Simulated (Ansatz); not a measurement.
`[NH2][Mg][O][SiH3]` + `C[O][Zn][O]C` → `C[O][Zn][O][SiH3]` + `C[O][Mg][NH2]`  (redistribution)

Program: Ansatz. Geometries: PBE0-D4/def2-TZVP. ΔE: electronic, gas phase. CCSD(T)/CBS adds triple-zeta CCSD(T) − MP2 to the extrapolated MP2 energy (def2 sets, frozen cores). DFT in def2-TZVPP. B3LYP here is the variant with VWN-RPA as its local correlation; programs differ in this. HSE06 is defined as in plane-wave codes. For Mg, Zn outer-core shells are correlated without core-valence functions, which leaves a few kJ/mol of doubt a bond. Scalar relativity is left out up to krypton. Each species was taken in one conformer, which may not be the lowest.

```tsv
level	ΔE (eV)
revPBE-D4	0.13
B3LYP-D4	0.09
BHLYP-D4	0.05
ωB97X-V	0.07
HSE06	0.09
HF/def2-SVP	-0.04
CCSD(T)/def2-SVP	-0.01
SCS-MP2/def2-QZVPP	0.07
```

Q: What does CCSD(T)/CBS give? (Estimate.)

A: The calculation gave: +0.09 eV. The listed levels differ from it by 0.04, 0.00, -0.04, -0.02, 0.00, -0.13, -0.10, -0.02 eV.

Largest T1 diagnostic among the species: 0.017.

In def2-TZVPP, CCSD(T) changes the Hartree–Fock value by +0.06 eV (the triples alone add +0.01 eV) and MP2 by +0.05 eV. From r2SCAN to r2SCAN0 (25 % exact exchange), in def2-TZVPP and without D4, ΔE moves by −0.03 eV.
